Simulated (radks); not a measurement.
Results of a calculation; reference values are marked as such.
Problem. Excited configurations of Be2+: one electron is placed in a higher orbital outside 1s1. The ground configuration is [He]. Code: a radial shooting solver on a logarithmic mesh with Libxc functionals. Model: Dirac Kohn-Sham, LDA (Slater exchange, Perdew-Wang correlation), spin-unpolarised, spherical densities, finite nucleus; open shells are shared between the two j in proportion to 2j + 1; Fermi nuclear charge, rms radius 2.519 fm. Excitation = E - E(ground); binding = E(ion) - E, where the ion is the core of charge +3; n* = 3/sqrt(2 binding) in atomic units, and the quantum defect is n - n*. Eigenvalue and <r> are those of j = l + 1/2.

outer orbital  excitation (eV)  binding (eV)     n*  quantum defect  eigenvalue (eV)  <r> (bohr)
5d                      151.87         5.044  4.927           0.073           -4.327       11.36
6p                      153.29         3.627  5.810           0.190           -3.161       16.99
7s                      154.19         2.726  6.702           0.298           -2.394       23.15
7p                      154.24         2.679  6.761           0.239           -2.348       23.24

Estimate the row for 7d.

Solution. excitation (eV) 154.29; binding (eV) 2.628; n* 6.826; quantum defect 0.174; eigenvalue (eV) -2.295; <r> (bohr) 23.02. The Delta-SCF ionisation energy is 156.92 eV (NIST Atomic Spectra Database: 153.90 eV, theoretical). Self-interaction in the functional shifts the binding energies and quantum defects, so they are the method's values and not measured ones. Spin polarisation and multiplet splitting are left out, so open shells lie too high by an amount that depends on their filling.

Beside tabulated values, note that spin-unpolarised runs miss the spin-polarisation part of the exchange energy of open shells.
